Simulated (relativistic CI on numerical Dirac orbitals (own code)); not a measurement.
**Er2+: M4,5 absorption edge**

Computed with this model: Dirac-Coulomb-Breit CI, orbitals from a KLI potential per configuration, QED by a radiative potential, valence Slater integrals scaled by 0.8, multiplet model of core-to-valence dipole absorption; configurations [Xe] 4f12 → [Ar] 3d9 4s2 4p6 4d10 4f13 5s2 5p6; 80 K; Lorentzian 0.6 eV and Gaussian 0.4 eV FWHM. Energies are those of the free ion, without screening or charge transfer. The branching ratio is the share of the lower-energy edge in the whole absorption, uncertain by about 0.02 where the edges overlap. S is read from ⟨S²⟩ = S(S + 1).

free ion: ground-state S = 0.99, centroid 1406.54 eV, branching ratio 0.964. Peaks (eV, height): 1403.4 (32), 1405.2 (100), 1407.4 (16).

The statistical ratio of this edge is 3/5 = 0.600. Values above it arise where the holes sit mainly in the j = l + 1/2 valence subshell or the ground state has high spin; values below it where core-valence Coulomb terms move weight to the upper edge, as in nearly empty shells.

Strongest unbroadened transitions for free ion:

| Energy (eV) | Relative strength |
| --- | --- |
| 1403.37 | 28.5 |
| 1405.17 | 100.0 |
| 1407.37 | 13.3 |
| 1447.17 | 5.3 |
